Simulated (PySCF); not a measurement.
Consider `ClC[Si](Cl)(Cl)Cl` (CH2Cl4Si). Optimised structure (Å), atoms numbered from 1:
```
Cl   -1.9697    1.1819    0.0464
C    -0.9658   -0.2729   -0.1634
Si    0.8412    0.1186    0.1090
Cl    1.8980   -1.6138   -0.1794
Cl    1.4743    1.5168   -1.2351
Cl    1.1598    0.7973    2.0085
H    -1.1122   -0.6646   -1.1813
H    -1.2960   -1.0408    0.5521
```

Computed at M06-2X/def2-TZVP // PBE0-D3(BJ)/def2-SVP with PySCF (density fitting, grid level 3). Zero-point and thermal terms (298.15 K, 1 bar) come from unscaled GFN2-xTB harmonic frequencies, with soft modes damped to free rotors in the entropy. These were taken at the GFN2-xTB minima.

Rank these bonds by dissociation enthalpy, weakest first.
A. Si3–Cl4
B. Cl1–C2
C. C2–H

B (335 kJ/mol), C (394 kJ/mol), A (462 kJ/mol).

Not ranked, since the method can't order them against a listed neighbour: C2–Si3 (351 kJ/mol).

For Cl1–C2, what are ΔE (electronic) and ΔG(298 K) of the homolysis?

ΔE = 344 and ΔG = 288 kJ/mol, beside ΔH = 335 kJ/mol. The radicals are Cl• and `[CH2][Si](Cl)(Cl)Cl`.

Known limits: spin-orbit coupling is left out of the energies, which matters for open shells on the heavier atoms; in free energy Cl1–C2 and C2–Si3 (by 9.3 kJ/mol) differ by less than the method's error (some 10 kJ/mol), so that order is undecided.
